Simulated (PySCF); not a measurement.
# In³⁺: ionisation energy

In³⁺ [Kr] 4d10 → In⁴⁺ [Kr] 4d9 [4d3/2^4 4d5/2^5, M_J = 5/2], as a difference of total energies. Calculation: PySCF 2.14, in x2c-TZVPall-2c (8s9p5d2f, 74 functions); the two-component X2C-1e Hamiltonian. Correlated levels: [Ar] 3d10 frozen; the 6 highest virtual spinors dropped. "Screened" scales the spin-orbit matrix elements by Boettger's factors to mimic the two-electron term; Breit and QED terms are absent.

| method | ionisation energy (eV) | error (eV) |
| --- | --- | --- |
| GHF (spin-free) | 54.654 | -0.796 |
| GMP2 (spin-free) | 55.893 | +0.443 |
| GHF (screened spin-orbit) | 54.284 | -1.166 |
| GMP2 (screened spin-orbit) | 55.519 | +0.069 |

Reference: 55.45 ± 0.04 eV (measured; NIST Atomic Spectra Database, ionization energies).

The spin-free rows lack the spin-orbit shift.

Errors of the correlated levels include the incompleteness of this basis and the frozen core.
